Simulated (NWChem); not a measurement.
# ammonia borane (BNH6); SMILES [BH3-][NH3+]

```xyz
8

B      0.0000     0.0000    -0.9333
N      0.0000     0.0000     0.7108
H     -1.0597    -0.5367    -1.2586
H      0.9947    -0.6494    -1.2586
H      0.0650     1.1861    -1.2586
H     -0.8011     0.5254     1.0891
H      0.8556     0.4311     1.0891
H     -0.0545    -0.9565     1.0891
```
Atoms are numbered in this order, from 1.

Computed with NWChem. The geometry was optimised at PBE-D3(BJ)/def2-SVP. B3LYP is NWChem's, with the RPA form of VWN correlation. Vzz is the largest principal value of the second derivative of the potential at the nucleus (NWChem prints the opposite sign); η is the asymmetry. Non-relativistic.

```
level                   Vzz B1 (a.u.)  η B1  Vzz N2 (a.u.)  η N2
----------------------  -------------  ----  -------------  ----
B3LYP/def2-SVP                  0.241  0.00         -0.508  0.00
B3LYP/def2-TZVP                 0.267  0.00         -0.487  0.00
Hartree-Fock/def2-TZVP          0.261  0.00         -0.546  0.00
Hartree-Fock/def2-SVP           0.247  0.00         -0.569  0.00
```
